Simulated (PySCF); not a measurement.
SMILES [SiH]([SiH3])([SiH3])[SiH3], singlet (CAM-B3LYP/def2-SVP optimised geometry):

```
14

Si    -0.532     1.259     3.852
Si    -1.267     0.187     1.897
Si    -0.539    -2.045     1.870
Si    -0.479     1.323     0.000
H     -1.032     0.546     5.061
H      0.958     1.267     3.888
H     -1.015     2.668     3.890
H     -2.761     0.202     1.877
H     -1.057    -2.779     3.059
H      0.950    -2.087     1.897
H     -1.012    -2.735     0.637
H     -0.954     0.657    -1.245
H     -0.954     2.735     0.000
H      1.012     1.323     0.000
```

Calculation: PySCF 2.14.0 with CAM-B3LYP/def2-TZVP.

Task: What are the frontier orbital energies and the dipole moment?

Result: HOMO-2 -10.39 eV, HOMO-1 -9.23 eV, HOMO -9.23 eV, LUMO 0.78 eV, LUMO+1 0.79 eV; dipole moment 0.14 D.

On the same geometry PySCF 2.14.0 with PBE/def2-TZVP gives HOMO-2 -7.81 eV, HOMO-1 -6.96 eV, HOMO -6.96 eV, LUMO -1.08 eV, LUMO+1 -1.08 eV; dipole moment 0.12 D.

Meta-Löwdin charges at CAM-B3LYP/def2-TZVP: Si1 0.26, Si2 0.03, Si3 0.26, Si4 0.26, H5 -0.08, H6 -0.08, H7 -0.08, H8 -0.07, H9 -0.08, H10 -0.08, H11 -0.08, H12 -0.08, H13 -0.08, H14 -0.08.
